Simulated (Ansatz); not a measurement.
Basis-set series for C2H5BS, SMILES `B1CSC1`. The species carries charge 0 and has multiplicity 1. The geometry is a stationary point of PBE0-D4/def2-TZVP.

```tsv
atom	x (Å)	y (Å)	z (Å)
B1	-0.604	0.079	0.514
C2	0.738	0.886	0.393
S3	1.208	-0.152	-1.039
C4	-0.408	-0.930	-0.674
H5	-1.513	0.201	1.284
H6	0.632	1.949	0.157
H7	1.421	0.802	1.245
H8	-1.135	-0.849	-1.488
H9	-0.339	-1.985	-0.393
```

| functional | basis | functions | energy (Eh) | HOMO (eV) | LUMO (eV) |
| --- | --- | --- | --- | --- | --- |
| PBE0-D4 | def2-TZVPP | 205 | -502.01069 | -6.38 | -1.46 |
| PBE0-D4 | def2-QZVPP | 391 | -502.02893 | -6.42 | -1.49 |
| ωB97M-V | def2-TZVPP | 205 | -502.19940 | -8.60 | 0.53 |
| ωB97M-V | def2-QZVPP | 391 | -502.21675 | -8.64 | 0.47 |

Task: Give the rows for def2-SVP. (Best estimate.)

Result: Computed: 
| functional | basis | functions | energy (Eh) | HOMO (eV) | LUMO (eV) |
| --- | --- | --- | --- | --- | --- |
| PBE0-D4 | def2-SVP | 85 | -501.75764 | -6.24 | -1.40 |
| ωB97M-V | def2-SVP | 85 | -501.94083 | -8.45 | 0.69 |

Positive LUMOs are unbound and depend on the basis.
